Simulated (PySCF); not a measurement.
Compound: chlorobenzene, C6H5Cl.
Numbering: `[Cl:1][c:2]1[cH:3][cH:4][cH:5][cH:6][cH:7]1` (hydrogens: H8 on C3; H9 on C4; H10 on C5; H11 on C6; H12 on C7)

Level of theory: PBE/6-31+G* geometry optimisation, gas phase in PySCF.

Question: List the bond lengths and angles at this level.

Answer: 
```tsv
bond	length (Å)
Cl1–C2	1.757
C2–C3, C2–C7	1.403
C3–C4, C6–C7	1.404
C4–C5, C5–C6	1.404
C3–H8, C7–H12	1.094
C4–H9, C6–H11	1.095
C5–H10	1.095
```

Bonds in one row agree within 0.01 Å and their mean is given. A selection of angles:
```tsv
angle	degrees
Cl1–C2–C3	119.3
C3–C2–C7	121.3
C2–C3–C4	119.0
C2–C3–H8	120.0
C4–C3–H8	121.0
C3–C4–C5	120.5
C3–C4–H9	119.3
C5–C4–H9	120.2
C4–C5–C6	119.7
C4–C5–H10	120.1
```

The 6-membered ring C2–C3–C4–C5–C6–C7 has internal angles of 119.0° to 121.3°; it is planar, 0.00 Å rms from its mean plane, widest ring torsion 0°. The 7 heavy atoms lie in one plane (0.000 Å rms). All 6 C–C bonds measure 1.403 to 1.404 Å.

Point group: C2v (every atom within 0.08 Å of its image). No PBE/6-31+G* frequencies stand behind this structure, so it isn't proved a minimum.

On Arm Neoverse V1, one thread, shared host, this took 68 s wall and 0.55 GiB of memory at its peak. That covers the optimisation of the geometry.
